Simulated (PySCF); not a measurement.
A calculated (UHF, PySCF 2.14, x2c-QZVPPall with one added diffuse shell each of s, p, d, f, g type, scalar relativity by spin-free X2C-1e) atom or ion has these occupied shells.

| shell | electrons | orbital energy (eV) | rms radius, mean of both spins (bohr) |
| --- | --- | --- | --- |
| 1s α | 1 | -15286.8 | 0.0464 |
| 1s β | 1 | -15286.8 | 0.0464 |
| 2s α | 1 | -2107.9 | 0.192 |
| 2s β | 1 | -2107.9 | 0.192 |
| 2p α | 3 | -1863.4 | 0.171 |
| 2p β | 3 | -1863.4 | 0.171 |
| 3s α | 1 | -341.63 | 0.543 |
| 3s β | 1 | -341.59 | 0.543 |
| 3p α | 3 | -260.62 | 0.557 |
| 3p β | 3 | -260.61 | 0.557 |
| 3d α | 5 | -126.23 | 0.578 |
| 3d β | 5 | -126.22 | 0.578 |
| 4s α | 1 | -42.660 | 1.57 |
| 4s β | 1 | -42.549 | 1.57 |
| 4p α | 3 | -22.006 | 1.86 |
| 4p β | 3 | -21.963 | 1.86 |
| 5s α | 1 | -3.815 | 5.92 |

Q: Name the element and its charge.

A: Rb (rubidium, neutral), in [Kr] 5s1, 2S determinant.
